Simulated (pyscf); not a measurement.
Optimised with ωB97X-D3(BJ)/def2-SVP in PySCF.

SMILES: [SiH3][Se][In]([Cl])[Cl]
```xyz
8

Si    -1.9877    -0.3433     0.9056
Se    -0.3144    -0.5073     2.4644
In     1.3683    -1.1379     0.8000
Cl     0.6994    -1.3119    -1.4237
Cl     3.5983    -1.5830     1.2406
H     -2.2130    -1.6505     0.2379
H     -1.6688     0.7047    -0.0970
H     -3.1869     0.0461     1.6945
```
Charge 0, spin multiplicity 1.

Question: How much does it cost (ΔH, 298 K, ωB97M-D3(BJ)/def2-TZVP) to split H₃Si–Se–In(Cl)–Cl at its In–Se bond into H₃Si–Se• + [Cl–In–Cl]•?

Answer: In–Se to H₃Si–Se• + [Cl–In–Cl]•: 62.0 kcal/mol. The 7 functionals that were run give +59.0 (PBE) to +72.7 kcal/mol (ωB97X-D3(BJ)). The radicals are drawn with the spin at the cut bond; how far it spreads was not checked. Other isomers of H₃Si–Se• were not searched in full and may lie lower. Elements up to Kr have no core potential and no relativistic terms here. Elements past Kr carry the def2 core potentials, without spin-orbit coupling.
